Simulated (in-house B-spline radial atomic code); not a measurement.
A fraction x of an electron is removed from 5p in the dysprosium ion Dy⁺, starting from [Xe] 4f10 6s1 and keeping the highest spin. Method: scalar-relativistic (X2C) SCAN, spin-polarised, spherical fractional occupations, Fermi nucleus of rms radius 5.2218 fm. Calculated with an all-electron radial atomic-structure program (B-spline basis).

| x | E(x) - E(0) (eV) | 5p down level (eV) |
| --- | --- | --- |
| 0 | 0.0000 | -31.860 |
| 0.08 | 2.5829 | -32.714 |
| 0.16 | 5.2343 | -33.573 |
| 0.37 | 12.5224 | -35.839 |
| 0.41 | 13.9646 | -36.271 |
| 0.5 | 17.2727 | -37.243 |
| 0.55 | 19.1484 | -37.783 |
| 0.67 | ? | ? |
| 0.81 | ? | ? |
| 0.89 | 32.6276 | -41.566 |
| 1 | 37.2726 | -42.897 |

Task: What belongs in the row x = 0.67?

Result: An energy change of 23.7602 eV; 5p down at -39.082 eV.

Task: What belongs in the row x = 0.81?

Result: An energy change of 29.3397 eV; 5p down at -40.637 eV.

Task: Check Janak's theorem between x = 0.08 and 0.16.

Result: The slope of the energy is 33.14 eV; the orbital levels give 33.14 eV (-ε of the emptying orbital, averaged over the two points).
